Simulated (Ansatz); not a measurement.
Born–Oppenheimer molecular dynamics of a periodic cell of 17 atoms, Ba16B (host Ba, host structure bcc, interstitial B). It goes on from the last frame of an earlier run, with new velocities.

Method: Ansatz 0.2.0, DFT PBE, scalar-relativistic, plane waves, PAW. Settings: accuracy low, cutoff 420 eV, k mesh 2x2x2, fermi-dirac smearing 0.15 eV, no spin polarisation.

```json
{
 "ensemble": "NVT, Langevin thermostat",
 "time step": "1 fs",
 "steps asked": "270",
 "set temperature": "1680 K",
 "friction": "0.01 /fs",
 "seed": "396382"
}
```

Frames 20 fs apart, positions in Å, forces in eV/Å.

Velocities at 10 fs (Å/ps):

```
Ba 0.29 -3.22 -0.49
Ba -1.30 0.53 -0.34
Ba 5.74 -1.00 -4.33
Ba -0.39 -6.38 -0.98
Ba -4.18 -5.81 2.62
Ba -0.01 1.20 -1.79
Ba 2.09 0.86 -0.59
Ba 2.02 -0.38 4.52
Ba 1.25 -3.59 -4.75
Ba 2.37 -0.80 -0.72
Ba -4.23 0.59 1.50
Ba 1.56 10.10 1.47
Ba -4.03 -0.77 -0.27
Ba -5.19 3.16 2.59
Ba 5.85 1.56 -0.08
Ba -1.55 2.92 5.74
B 7.06 7.95 6.90
```

```xyz
17
Lattice="10.0400 0.0000 0.0000 0.0000 10.0400 0.0000 0.0000 0.0000 10.0400" Properties=species:S:1:pos:R:3:forces:R:3 time_fs=10 energy_less_start_eV=0.106 T=1700
Ba -0.512 0.058 -0.029 0.03 0.07 -0.01
Ba 5.116 -0.102 0.002 0.28 0.48 0.36
Ba -0.025 4.380 -0.692 0.09 0.79 0.51
Ba 0.212 -0.412 4.902 -0.55 0.51 0.06
Ba 2.511 2.541 3.064 -0.27 0.05 -0.58
Ba 5.097 4.915 0.092 -0.42 -0.39 -0.34
Ba 5.082 0.071 4.999 0.60 -0.23 0.19
Ba 7.980 3.187 2.513 -0.18 -0.60 0.29
Ba -0.017 5.740 5.090 0.15 -0.55 0.28
Ba 2.502 7.218 2.296 -0.09 0.09 -0.21
Ba 2.474 2.488 7.667 0.28 -0.32 -0.29
Ba 4.683 4.921 5.275 0.24 0.53 0.00
Ba 7.256 6.991 2.236 0.31 0.54 0.40
Ba 7.364 2.472 7.201 0.25 0.45 -0.12
Ba 2.802 8.279 7.672 -0.10 -0.74 0.00
Ba 7.615 7.420 7.981 -0.24 0.07 -0.48
B 6.674 0.017 7.680 -0.37 -0.76 -0.05
17
Lattice="10.0400 0.0000 0.0000 0.0000 10.0400 0.0000 0.0000 0.0000 10.0400" Properties=species:S:1:pos:R:3:forces:R:3 time_fs=30 energy_less_start_eV=0.272 T=1304
Ba -0.507 -0.009 -0.061 0.06 0.20 0.02
Ba 5.100 -0.124 -0.004 0.40 0.57 0.28
Ba 0.096 4.371 -0.750 -0.18 0.91 0.63
Ba 0.184 -0.506 4.899 -0.59 0.55 0.15
Ba 2.426 2.414 3.074 -0.09 0.21 -0.52
Ba 5.096 4.883 0.052 -0.45 -0.39 -0.26
Ba 5.127 0.094 4.998 0.62 -0.22 0.14
Ba 8.015 3.193 2.557 -0.21 -0.63 0.15
Ba -0.009 5.707 5.025 0.12 -0.50 0.38
Ba 2.539 7.217 2.254 -0.13 0.08 -0.20
Ba 2.418 2.481 7.643 0.44 -0.41 -0.44
Ba 4.733 5.102 5.271 0.11 0.24 -0.03
Ba 7.192 6.969 2.239 0.36 0.55 0.35
Ba 7.256 2.525 7.258 0.29 0.31 -0.09
Ba 2.913 8.303 7.630 -0.21 -0.74 -0.03
Ba 7.579 7.483 8.086 -0.04 -0.44 -0.54
B 6.806 -0.035 7.636 -0.50 -0.31 0.01
17
Lattice="10.0400 0.0000 0.0000 0.0000 10.0400 0.0000 0.0000 0.0000 10.0400" Properties=species:S:1:pos:R:3:forces:R:3 time_fs=50 energy_less_start_eV=0.484 T=1203
Ba -0.553 -0.089 -0.104 0.13 0.30 0.03
Ba 5.034 -0.111 -0.012 0.57 0.64 0.24
Ba 0.175 4.338 -0.806 -0.35 0.99 0.71
Ba 0.149 -0.579 4.907 -0.61 0.56 0.23
Ba 2.374 2.306 3.072 0.01 0.32 -0.50
Ba 5.059 4.842 -0.036 -0.39 -0.31 -0.10
Ba 5.145 0.080 4.998 0.61 -0.18 0.05
Ba 8.047 3.199 2.571 -0.26 -0.66 0.05
Ba -0.013 5.655 4.993 0.16 -0.44 0.41
Ba 2.550 7.268 2.170 -0.17 0.00 -0.11
Ba 2.366 2.454 7.552 0.50 -0.47 -0.50
Ba 4.779 5.220 5.270 0.00 0.03 -0.04
Ba 7.161 6.976 2.286 0.31 0.51 0.19
Ba 7.183 2.487 7.322 0.34 0.52 -0.13
Ba 2.978 8.311 7.636 -0.34 -0.75 -0.12
Ba 7.500 7.502 8.116 0.05 -0.73 -0.50
B 6.910 -0.057 7.537 -0.56 -0.32 0.09
17
Lattice="10.0400 0.0000 0.0000 0.0000 10.0400 0.0000 0.0000 0.0000 10.0400" Properties=species:S:1:pos:R:3:forces:R:3 time_fs=70 energy_less_start_eV=0.524 T=1256
Ba -0.594 -0.173 -0.143 0.21 0.43 0.08
Ba 4.972 -0.091 -0.041 0.60 0.64 0.28
Ba 0.204 4.341 -0.900 -0.43 0.99 0.82
Ba 0.065 -0.631 4.878 -0.54 0.54 0.27
Ba 2.373 2.211 3.093 -0.01 0.35 -0.55
Ba 4.938 4.760 -0.123 -0.25 -0.14 0.11
Ba 5.136 0.015 4.981 0.56 -0.11 0.00
Ba 8.039 3.229 2.575 -0.29 -0.74 -0.10
Ba -0.046 5.561 4.959 0.26 -0.30 0.42
Ba 2.568 7.327 2.090 -0.23 -0.09 0.01
Ba 2.311 2.437 7.449 0.54 -0.58 -0.52
Ba 4.813 5.236 5.237 -0.07 -0.01 -0.06
Ba 7.173 7.046 2.330 0.18 0.37 0.00
Ba 7.107 2.463 7.380 0.35 0.00 -0.17
Ba 3.013 8.294 7.635 -0.36 -0.71 -0.22
Ba 7.453 7.508 8.118 0.19 -1.32 -0.34
B 6.749 -0.214 7.497 -0.69 0.66 -0.04
17
Lattice="10.0400 0.0000 0.0000 0.0000 10.0400 0.0000 0.0000 0.0000 10.0400" Properties=species:S:1:pos:R:3:forces:R:3 time_fs=90 energy_less_start_eV=0.435 T=1653
Ba -0.587 -0.173 -0.143 0.29 0.40 0.13
Ba 5.008 -0.059 -0.089 0.53 0.59 0.30
Ba 0.189 4.360 -1.001 -0.38 0.91 0.88
Ba -0.032 -0.698 4.844 -0.42 0.55 0.31
Ba 2.350 2.139 3.090 0.00 0.30 -0.58
Ba 4.779 4.668 -0.193 -0.10 0.05 0.27
Ba 5.163 -0.039 4.995 0.09 0.09 -0.65
Ba 8.032 3.292 2.540 -0.31 -0.78 -0.20
Ba -0.094 5.438 5.014 0.34 -0.14 0.34
Ba 2.580 7.355 2.048 -0.27 -0.11 0.09
Ba 2.278 2.410 7.340 0.49 -0.62 -0.44
Ba 4.808 5.218 5.220 -0.10 0.00 -0.07
Ba 7.191 7.147 2.423 0.06 0.21 -0.21
Ba 7.055 2.444 7.452 0.38 0.06 -0.29
Ba 3.021 8.311 7.656 -0.37 -0.66 -0.30
Ba 7.403 7.500 8.045 0.07 -0.79 -0.33
B 6.488 -0.178 7.293 -0.29 -0.06 0.76
17
Lattice="10.0400 0.0000 0.0000 0.0000 10.0400 0.0000 0.0000 0.0000 10.0400" Properties=species:S:1:pos:R:3:forces:R:3 time_fs=110 energy_less_start_eV=0.479 T=1660
Ba -0.603 -0.159 -0.145 0.32 0.33 0.12
Ba 5.092 -0.008 -0.104 0.29 0.48 0.51
Ba 0.174 4.388 -1.067 -0.24 0.77 0.86
Ba -0.162 -0.742 4.819 -0.22 0.56 0.37
Ba 2.282 2.105 3.075 0.05 0.19 -0.59
Ba 4.636 4.556 -0.245 -0.02 0.24 0.37
Ba 5.242 -0.125 5.029 -0.29 0.16 -1.28
Ba 8.017 3.339 2.456 -0.30 -0.73 -0.20
Ba -0.113 5.334 5.095 0.32 -0.03 0.20
Ba 2.506 7.382 2.037 -0.19 -0.12 0.10
Ba 2.272 2.316 7.246 0.38 -0.55 -0.31
Ba 4.761 5.175 5.206 -0.10 -0.03 -0.09
Ba 7.211 7.228 2.533 -0.05 0.04 -0.41
Ba 7.059 2.411 7.515 0.59 0.75 -0.35
Ba 3.037 8.343 7.687 -0.43 -0.64 -0.32
Ba 7.333 7.463 7.950 -0.10 -0.24 -0.32
B 6.283 0.010 7.310 -0.01 -1.18 1.33
17
Lattice="10.0400 0.0000 0.0000 0.0000 10.0400 0.0000 0.0000 0.0000 10.0400" Properties=species:S:1:pos:R:3:forces:R:3 time_fs=130 energy_less_start_eV=0.085 T=1859
Ba -0.638 -0.107 -0.138 0.28 0.21 0.03
Ba 5.156 -0.008 -0.049 -0.27 0.39 1.41
Ba 0.181 4.407 -1.074 -0.13 0.68 0.84
Ba -0.309 -0.706 4.798 0.07 0.54 0.43
Ba 2.227 2.119 3.034 0.08 0.08 -0.56
Ba 4.506 4.470 -0.246 0.03 0.33 0.39
Ba 5.356 -0.164 5.040 -0.19 0.28 -0.53
Ba 7.984 3.337 2.323 -0.31 -0.63 -0.08
Ba -0.117 5.205 5.138 0.26 0.09 0.06
Ba 2.407 7.414 2.044 -0.13 -0.13 0.13
Ba 2.292 2.243 7.194 0.33 -0.51 -0.27
Ba 4.750 5.137 5.147 -0.10 -0.05 -0.10
Ba 7.294 7.298 2.619 -0.14 -0.17 -0.55
Ba 7.080 2.391 7.575 0.37 0.29 -0.44
Ba 3.026 8.324 7.720 -0.30 -0.54 -0.31
Ba 7.286 7.401 7.855 0.01 -0.35 -0.10
B 6.133 -0.111 7.628 0.14 -0.52 -0.35
17
Lattice="10.0400 0.0000 0.0000 0.0000 10.0400 0.0000 0.0000 0.0000 10.0400" Properties=species:S:1:pos:R:3:forces:R:3 time_fs=150 energy_less_start_eV=-0.128 T=1907
Ba -0.675 -0.032 -0.110 0.29 0.03 -0.06
Ba 5.176 -0.083 0.098 -0.24 0.40 1.09
Ba 0.208 4.458 -1.012 -0.06 0.61 0.75
Ba -0.448 -0.694 4.798 0.32 0.64 0.52
Ba 2.207 2.181 2.995 0.05 -0.05 -0.51
Ba 4.396 4.419 -0.224 0.13 0.35 0.35
Ba 5.468 -0.204 4.993 -0.35 0.40 -0.26
Ba 7.940 3.293 2.195 -0.29 -0.47 0.10
Ba -0.075 5.132 5.164 0.16 0.10 -0.01
Ba 2.260 7.399 2.087 -0.05 -0.11 0.10
Ba 2.332 2.182 7.147 0.25 -0.41 -0.20
Ba 4.812 5.113 5.022 -0.14 -0.10 -0.03
Ba 7.397 7.324 2.707 -0.15 -0.37 -0.73
Ba 7.147 2.404 7.628 0.04 -0.19 -0.45
Ba 3.042 8.305 7.708 -0.21 -0.48 -0.29
Ba 7.230 7.354 7.788 0.30 -0.73 0.06
B 6.138 -0.294 7.713 -0.03 0.38 -0.43
17
Lattice="10.0400 0.0000 0.0000 0.0000 10.0400 0.0000 0.0000 0.0000 10.0400" Properties=species:S:1:pos:R:3:forces:R:3 time_fs=170 energy_less_start_eV=-0.209 T=1871
Ba -0.704 0.003 -0.093 0.37 -0.12 -0.10
Ba 5.162 -0.159 0.187 0.01 0.36 0.40
Ba 0.292 4.524 -0.896 -0.08 0.55 0.54
Ba -0.574 -0.692 4.840 0.54 0.76 0.56
Ba 2.227 2.209 2.911 -0.04 -0.16 -0.39
Ba 4.290 4.399 -0.164 0.32 0.36 0.26
Ba 5.534 -0.221 4.938 -0.56 0.48 -0.53
Ba 7.944 3.256 2.046 -0.31 -0.34 0.32
Ba 0.014 5.078 5.172 0.09 0.08 -0.05
Ba 2.160 7.435 2.145 0.00 -0.09 0.08
Ba 2.389 2.145 7.113 0.21 -0.36 -0.16
Ba 4.884 5.073 4.889 -0.18 -0.14 0.03
Ba 7.472 7.310 2.788 -0.15 -0.47 -0.89
Ba 7.221 2.424 7.656 -0.13 -0.22 -0.47
Ba 3.071 8.265 7.665 -0.22 -0.43 -0.29
Ba 7.221 7.293 7.689 0.17 -0.43 0.20
B 6.086 -0.280 7.573 -0.05 0.18 0.46
17
Lattice="10.0400 0.0000 0.0000 0.0000 10.0400 0.0000 0.0000 0.0000 10.0400" Properties=species:S:1:pos:R:3:forces:R:3 time_fs=190 energy_less_start_eV=-0.156 T=1618
Ba -0.720 0.034 -0.073 0.39 -0.25 -0.16
Ba 5.119 -0.206 0.276 0.15 0.29 0.06
Ba 0.358 4.619 -0.775 -0.14 0.45 0.33
Ba -0.683 -0.666 4.894 0.77 0.85 0.55
Ba 2.320 2.240 2.844 -0.21 -0.25 -0.22
Ba 4.215 4.344 -0.096 0.51 0.42 0.12
Ba 5.592 -0.230 4.887 -0.65 0.49 -0.39
Ba 7.927 3.192 1.947 -0.31 -0.20 0.50
Ba 0.117 5.070 5.155 0.06 0.01 -0.06
Ba 2.106 7.492 2.176 0.05 -0.08 0.10
Ba 2.440 2.086 7.105 0.16 -0.26 -0.12
Ba 4.938 5.028 4.772 -0.21 -0.14 0.07
Ba 7.556 7.310 2.860 -0.15 -0.58 -1.02
Ba 7.279 2.384 7.630 -0.12 0.06 -0.43
Ba 3.091 8.231 7.578 -0.20 -0.42 -0.20
Ba 7.246 7.211 7.587 -0.06 -0.02 0.37
B 6.083 -0.182 7.574 -0.04 -0.37 0.48
17
Lattice="10.0400 0.0000 0.0000 0.0000 10.0400 0.0000 0.0000 0.0000 10.0400" Properties=species:S:1:pos:R:3:forces:R:3 time_fs=210 energy_less_start_eV=-0.058 T=1627
Ba -0.699 0.051 -0.030 0.33 -0.32 -0.22
Ba 5.116 -0.191 0.359 0.09 0.09 -0.02
Ba 0.425 4.726 -0.655 -0.26 0.31 0.14
Ba -0.794 -0.632 4.966 0.94 0.86 0.45
Ba 2.436 2.286 2.782 -0.40 -0.36 -0.03
Ba 4.170 4.276 -0.031 0.64 0.52 -0.04
Ba 5.627 -0.227 4.803 -0.68 0.44 0.13
Ba 7.869 3.140 1.875 -0.23 -0.10 0.58
Ba 0.212 5.071 5.120 0.03 -0.12 -0.01
Ba 2.018 7.491 2.182 0.17 0.00 0.13
Ba 2.505 2.043 7.111 0.10 -0.17 -0.09
Ba 4.971 4.982 4.682 -0.20 -0.08 0.12
Ba 7.644 7.242 2.903 -0.14 -0.55 -1.05
Ba 7.302 2.322 7.595 -0.07 0.27 -0.35
Ba 3.040 8.170 7.508 -0.04 -0.38 -0.06
Ba 7.329 7.143 7.523 -0.25 0.12 0.51
B 6.109 -0.192 7.739 -0.02 -0.54 -0.20
17
Lattice="10.0400 0.0000 0.0000 0.0000 10.0400 0.0000 0.0000 0.0000 10.0400" Properties=species:S:1:pos:R:3:forces:R:3 time_fs=230 energy_less_start_eV=0.053 T=1291
Ba -0.670 0.016 0.030 0.35 -0.30 -0.26
Ba 5.135 -0.138 0.453 0.03 -0.11 -0.27
Ba 0.473 4.842 -0.537 -0.34 0.18 0.00
Ba -0.812 -0.580 5.011 0.93 0.76 0.29
Ba 2.523 2.275 2.682 -0.59 -0.44 0.19
Ba 4.141 4.227 0.047 0.75 0.63 -0.22
Ba 5.617 -0.229 4.744 -0.68 0.35 0.29
Ba 7.836 3.083 1.832 -0.16 -0.04 0.60
Ba 0.280 5.026 5.104 -0.02 -0.14 -0.04
Ba 1.935 7.513 2.165 0.32 0.03 0.23
Ba 2.533 2.065 7.116 0.05 -0.17 -0.03
Ba 4.979 4.875 4.613 -0.15 0.02 0.16
Ba 7.691 7.214 2.875 -0.12 -0.53 -0.94
Ba 7.386 2.262 7.573 -0.35 -0.09 -0.22
Ba 2.963 8.150 7.440 0.22 -0.32 0.08
Ba 7.390 7.101 7.460 -0.30 -0.08 0.56
B 5.957 -0.518 7.789 0.05 0.23 -0.42
```

Of the whole run (270 fs, mean temperature of the second half 1482 K): The mean temperature of the second half is 12 % below the set value. A run of 0.27 ps of so small a system gives no equilibrium averages. Limits of this set-up: coarse k mesh, odd electron count without spin, a small cell, in which the defect meets its images, low accuracy level.

Time of the run: 35 min on 4 threads of Intel(R) Xeon(R) Platinum 8488C (Sapphire Rapids), with other jobs on the host, peak memory 3.8 GiB.
